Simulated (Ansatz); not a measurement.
ClMoO$_{2}$ (SMILES [O]=[Mo+](=[O])[Cl]), charge +1, singlet, geometry from GFN2-xTB (such geometries of metal compounds can be far from the true shape) (the multiplicity is a formal guess) (core potentials on Mo); Ansatz (an electronic-structure program) with SVWN5/def2-SVP.

Ansatz was given this input:
Ansatz 0.2 input:
```yaml
crystal:
  periodic: [false, false, false]
  atoms:
    - {symbol: Mo, position_ang: [0.25973957, 0.03179508, 0.34594877]}
    - {symbol: O, position_ang: [1.47976224, -0.73123762, -0.44550590]}
    - {symbol: O, position_ang: [-0.66819048, -1.02486898, 1.19417139]}
    - {symbol: Cl, position_ang: [-1.02362565, 0.74785055, -1.20701014]}
basis:
  gaussian:
    orbitals: def2-SVP
hamiltonian:
  xc: {name: SVWN5}
total_charge: 1
```

Question: Write the output that Ansatz gives for this input, abridged.

Answer: 
```
Functional definition: SVWN5
784 factors; their error is unknown
mean field evaluation 1: about -18357.8410 eV, gradient 1.2e2 eV
mean field evaluation 2: about -17946.3787 eV, gradient 3.5e2 eV
mean field evaluation 4: about -18293.3080 eV, gradient 1.8e2 eV
mean field evaluation 8: about -18387.3529 eV, gradient 2.8e0 eV
mean field evaluation 16: about -18387.3397 eV, gradient 6.7e-3 eV
mean field -18387.33972466 eV, -675.7222714948 hartree, gradient 7.3e-5 eV, S^2 0.000000; 0 other end points of the search recorded, 0 dependent functions left out
reference -18387.33978640 eV, -675.7222737638 hartree; 23, 23 occupied and 54, 54 virtual orbitals, 784 factors
Total energy: -18387.33978640 eV, -675.7222737638 hartree
```
